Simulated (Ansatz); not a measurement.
A set of 12 reactions (hydrolysis), with CCSD(T)/CBS values in kJ/mol:

| reaction | ΔE |
| --- | --- |
| `C[O][Ga]([OH])[O]C` + H₂O → `C[O][Ga]([OH])[OH]` + CH₃OH | -2.6 |
| `Cl[SiH]1[SiH2][SiH2]1` + H₂O → `O[SiH]1[SiH2][SiH2]1` + HCl | 18.2 |
| `F[CH2][SnH2][Cl]` + H₂O → `O[CH2][SnH2][Cl]` + H–F | -5.1 |
| `[CH3][Mo](=[O])(=[O])[F]` + H₂O → `[O]=[Mo](=[O])([OH])[F]` + CH₄ | -96.6 |
| `C[CH](C)[Mg][OH]` + H₂O → `[OH][Mg][OH]` + `CCC` | -156.2 |
| `[F][GaH][GaH2]` + H₂O → `[OH][GaH][GaH2]` + H–F | 27.7 |
| `C=C(F)Br` + H₂O → `C=C(O)F` + HBr | -13.1 |
| `C[N](C)[In]([OH])[F]` + H₂O → `[OH][In]([OH])[F]` + `CNC` | -7.5 |
| `N[SiH]([SiH3])O[SiH3]` + H₂O → `O[SiH]([SiH3])O[SiH3]` + NH₃ | -39.0 |
| `O[SiH](F)[SiH](Cl)Cl` + H₂O → `O[Si@H](Cl)[Si@@H](O)F` + HCl | 2.5 |
| `[CH3][Mo](=[O])(=[O])[F]` + H₂O → `[CH3][Mo](=[O])(=[O])[OH]` + H–F | 23.1 |
| `O[SiH](Br)[O][AlH2]` + H₂O → `O[SiH](O)[O][AlH2]` + HBr | -5.3 |

Program: Ansatz. Geometries: PBE0-D4/def2-TZVP. ΔE: electronic, gas phase. CCSD(T)/CBS adds triple-zeta CCSD(T) − MP2 to the extrapolated MP2 energy (def2 sets, frozen cores). This one scheme is used for every species. DFT in def2-TZVPP. B3LYP here is the variant with VWN-RPA as its local correlation; programs differ in this. Elements past krypton have def2 core potentials. For Br, Ga, In, Mg, Mo, Sn outer-core shells are correlated without core-valence functions, which leaves a few kJ/mol of doubt a bond. Scalar relativity is left out up to krypton. Each species was taken in one conformer, which may not be the lowest.

Give the mean, mean absolute and largest difference (level minus CCSD(T)/CBS, kJ/mol) for: PBE-D4, r2SCAN-D4, PBE0-D4, B3LYP-D4, ωB97X-V, PBE, r2SCAN, PBE0, CCSD/def2-TZVPP, CCSD(T)/def2-TZVPP, SCS-MP2/def2-QZVPP, HF/CBS(def2), MP2/CBS(def2), CCSD/CBS(def2). (Best estimate.)

Computed: 
```json
{"level": "PBE-D4", "mean": "0.2", "mean absolute": "5.6", "largest": "-14.2"}
{"level": "r2SCAN-D4", "mean": "-3.9", "mean absolute": "7.5", "largest": "-20.4"}
{"level": "PBE0-D4", "mean": "-0.4", "mean absolute": "4.4", "largest": "-10.8"}
{"level": "B3LYP-D4", "mean": "-2.9", "mean absolute": "5.9", "largest": "-15.9"}
{"level": "ωB97X-V", "mean": "-3.6", "mean absolute": "7.1", "largest": "-14.9"}
{"level": "PBE", "mean": "-1.3", "mean absolute": "6.5", "largest": "-16.1"}
{"level": "r2SCAN", "mean": "-4.3", "mean absolute": "8.2", "largest": "-21.0"}
{"level": "PBE0", "mean": "-1.9", "mean absolute": "5.0", "largest": "-12.8"}
{"level": "CCSD/def2-TZVPP", "mean": "-3.5", "mean absolute": "4.1", "largest": "-9.2"}
{"level": "CCSD(T)/def2-TZVPP", "mean": "-2.8", "mean absolute": "3.0", "largest": "-7.6"}
{"level": "SCS-MP2/def2-QZVPP", "mean": "-2.1", "mean absolute": "3.1", "largest": "-8.9"}
{"level": "HF/CBS(def2)", "mean": "-8.5", "mean absolute": "14.3", "largest": "-28.7"}
{"level": "MP2/CBS(def2)", "mean": "0.8", "mean absolute": "3.7", "largest": "6.9"}
{"level": "CCSD/CBS(def2)", "mean": "-0.7", "mean absolute": "1.8", "largest": "-4.8"}
```

The largest T1 diagnostic in the set is 0.025, for `[CH3][Mo](=[O])(=[O])[OH]` (customary mark 0.02).

CCSD(T)/CBS is a level of theory with its own doubt, and the functionals carry their triple-zeta basis error, so these figures describe this set and don't rank the functionals.
